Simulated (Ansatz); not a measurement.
System: BiI2, charge 1, multiplicity 1. It need not be the lowest isomer of its formula. 
Coordinates optimised at B3LYP-D3(BJ)/def2-TZVP (Ansatz, a quantum-chemistry and plane-wave program):
```
Bi
I 1 2.7244
I 1 2.7244 2 102.61
```
Charge +1, spin multiplicity 1.

Basis-set convergence of Hartree-Fock and MP2 correlation energies (hartree) with Ansatz. Cores are frozen in the correlated levels unless marked. Spin-orbit coupling is left out. Frozen are the shells of the preceding noble gas and the d and f shells that filled before the atom's block. Past Kr the def2 sets carry scalar-relativistic core potentials.

The T1 diagnostic of CCSD in the largest basis is 0.025, which is high, so the coupled-cluster rows are less sure than usual.

```json
[
 {"basis": "def2-SVPD", "functions": "102", "E(HF)": "-806.67324", "E(corr, MP2)": "-0.27656"},
 {"basis": "def2-TZVPPD", "functions": "174", "E(HF)": "…", "E(corr, MP2)": "…"}
]
```

Problem. What belongs in the gaps?

Solution. 
- def2-TZVPPD, E(HF): -806.70274
- def2-TZVPPD, E(corr, MP2): -0.36083
